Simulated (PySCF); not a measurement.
The complex CuI2 (charge 0) contains Cu(II), shell d9. The structure is a PBE0-D3(BJ)/def2-TZVP geometry optimised for multiplicity 2; coordination linear, point group D∞h, metal–donor distances 2.39 Å.

The d shell alone is too small an active space for CuI2 (Cu(II) with such soft donors has much ligand-hole, Cu(I)-like character): its levels, fitted parameters, g values and moments show what this model gives and aren't sound predictions.

Method (PySCF 2.14, density fitting): CASSCF(9,5) with orbitals averaged over all microstates of the shell, strongly contracted NEVPT2 on the averaged canonical orbitals; basis x2c-TZVPall on the metal, x2c-SVPall elsewhere; spin-free X2C; gas phase; spin-orbit coupling by state interaction with the mean-field operator over all roots.

CASSCF energies above the lowest CASSCF root:

```
state  CASSCF / cm⁻¹
 2Σg+              0
  2Πg            520
  2Δg           2154
```

**Question.** How does dynamic correlation (SC-NEVPT2) move these states?

**Answer.** 
```
state  NEVPT2 / cm⁻¹  shift / cm⁻¹
 2Σg+              0             0
  2Πg            690          +170
  2Δg           4267         +2112
```

No frequencies were computed for the optimised geometry. Ligand-hole states mix strongly into such Cu(II) halides; the d shell alone makes them too ionic, overstates g shifts and moments and can put the wrong state lowest. NEVPT2 lifts 2Δg from 2154 to 4267 cm⁻¹; on the d shell alone such lifts tend to overshoot.
